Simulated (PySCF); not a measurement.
A structure optimised at PBE-D3(BJ)/def2-TZVPD, used in a PySCF frequency run:

```
Mg
F 1 1.7863
```
Charge 0, spin multiplicity 2.

Write its SMILES, formula and point group.

[F][Mg], FMg, C∞v

What are its rotational constants (standard atomic weights)?

14.853 GHz (linear rotor, B only)
